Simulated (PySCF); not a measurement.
Vertical excitations of a molecule CH9FN2Si2 from TDA-PBE0/def2-SVPD in PySCF 2.14.0, as energy in eV (oscillator strength): 6.23 (0.007), 6.66 (0.016), 6.70 (0.014), 6.93 (0.033), 7.28 (0.014), 7.53 (0.009). Lowest triplet (TDA): 6.05 eV. Geometry: B3LYP-D3(BJ)/def2-SVP. One conformer was computed; it need not be the lowest.

Q: Pick the molecule that these values belong to.
(A) C[Si@H](N)[Si@H](N)F
(B) N[SiH](N)[SiH2]CF
(C) CN[Si@@H](F)N[SiH3]
(D) N[SiH2][Si@H](N)CF

A: C, CN[Si@@H](F)N[SiH3]
